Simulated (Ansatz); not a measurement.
`[CH3][Zr]([OH])([OH])[OH]` + HI → `[OH][Zr]([OH])([OH])[I]` + CH₄  (ligand exchange at a Zr–C bond)

Calculated with Ansatz (gas phase, PBE0-D4/def2-TZVP geometries, no zero-point term in ΔE). CBS: MP2 limit from def2 TZ/QZ plus the TZ coupled-cluster correction, frozen cores. This one scheme is used for every species. Functionals use def2-TZVPP. Elements past krypton have def2 core potentials. For I, Zr outer-core shells are correlated without core-valence functions, which leaves a few kJ/mol of doubt a bond. Each species was taken in one conformer, which may not be the lowest.

```tsv
species	revPBE energy (Eh)
`[CH3][Zr]([OH])([OH])[OH]`	-314.72366
HI	-298.34955
`[OH][Zr]([OH])([OH])[I]`	-572.63217
CH₄	-40.51893
```

**Question.** Work out ΔE.

**Answer.** ΔE = (-572.63217) + (-40.51893) − (-314.72366) − (-298.34955) = -0.07789 Eh = -204.5 kJ/mol. CCSD(T)/CBS gives -210.0 kJ/mol.

**Question.** What do rigid-rotor, harmonic-oscillator terms from PBE0-D4/def2-TZVP frequencies (298.15 K, 1 bar) make of the CCSD(T)/CBS value? (Estimate.)

**Answer.** The calculation gave: ΔZPE = +15.0 kJ/mol, ΔH = -195.6 kJ/mol, ΔS = -15 J/(mol·K), ΔG = -191.0 kJ/mol.

Largest T1 diagnostic among the species: 0.016.

Leaving LDA and LC-ωPBE aside and taking each functional with its dispersion term where it has one, the values, not all of them listed here, spread over 17.2 kJ/mol, from BHLYP-D4 to BLYP-D4. At CCSD(T), def2-SVP lies −5.0 kJ/mol from the extrapolated value and def2-TZVPP −0.3 kJ/mol. From BLYP to BHLYP (50 % exact exchange), in def2-TZVPP and without D4, ΔE moves by −14.2 kJ/mol.
